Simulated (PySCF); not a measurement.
Species: C₇H₁₄S.
Atom-mapped SMILES: `[CH3:1][CH:2]([CH3:3])[C@@H:4]1[CH2:5][C@H:6]1[CH2:7][SH:8]` (hydrogens: H9, H10, H11 on C1; H12 on C2; H13, H14, H15 on C3; H16 on C4; H17, H18 on C5; H19 on C6; H20, H21 on C7; H22 on S8)

The calculation used PySCF, PBE0-D3(BJ)/def2-SVP geometry optimisation, gas phase.

Give the optimised bond lengths and angles.

```tsv
bond	length (Å)
C1–C2	1.525
C2–C3	1.525
C2–C4	1.513
C4–C5	1.501
C5–C6	1.504
C6–C7	1.501
C7–S8	1.823
C4–C6	1.500
C1–H9, C1–H10, C1–H11	1.102
C2–H12	1.106
C3–H13, C3–H14, C3–H15	1.102
C4–H16	1.098
C5–H17	1.094
C5–H18	1.094
C6–H19	1.096
C7–H20	1.102
C7–H21	1.102
S8–H22	1.351
```

Bonds in one row agree within 0.01 Å and their mean is given. A selection of angles:
```tsv
angle	degrees
C2–C1–H9	110.8
H9–C1–H10	107.6
C1–C2–C3	111.7
C1–C2–C4	110.8
C1–C2–H12	108.0
C3–C2–C4	110.9
C3–C2–H12	108.0
C4–C2–H12	107.1
C2–C3–H13	111.3
H13–C3–H14	107.6
C2–C4–C5	121.1
C2–C4–C6	120.8
C2–C4–H16	113.7
C5–C4–C6	60.1
C5–C4–H16	115.5
C6–C4–H16	115.5
C4–C5–C6	59.9
C4–C5–H17	118.0
C4–C5–H18	118.2
C6–C5–H17	118.0
C6–C5–H18	118.1
H17–C5–H18	114.2
C5–C6–C7	120.1
C5–C6–H19	115.7
C7–C6–H19	114.1
C4–C6–C5	59.9
C4–C6–C7	120.6
C4–C6–H19	116.1
C6–C7–S8	113.8
C6–C7–H20	110.8
C6–C7–H21	110.9
S8–C7–H20	109.7
S8–C7–H21	104.4
H20–C7–H21	106.9
C7–S8–H22	96.0
```

Dihedral angles: C1–C2–C4–C5 153° (antiperiplanar); C2–C4–C5–C6 -110° (anticlinal); C4–C5–C6–C7 -110° (anticlinal); C5–C6–C7–S8 -85° (synclinal); C2–C4–C6–C5 111° (anticlinal); H22–S8–C7–C6 57° (synclinal).

The 7 C–C bonds span 1.500 Å (C4–C6, drawn single) to 1.525 Å (C2–C3, drawn single), a spread of 0.025 Å. S8 (thiol sulfur) is bent (angle 96.0°). Of the pairs four or more bonds apart, H12···H19 is among the closest relative to their van der Waals radii: 2.48 Å, 103 % of the sum of Bondi's values. The 3-membered ring C4–C5–C6 has internal angles of 59.9° to 60.1°.

Point group: C1 (no symmetry element, even within 0.4 Å). No frequency check. One conformer, not necessarily the lowest (C1–C2–C4–C5 153°, C5–C6–C7–S8 -85°, C6–C7–S8–H 57°).

On one thread, x86-64 server, shared host, this took 53 s wall. That covers the optimisation of the geometry.
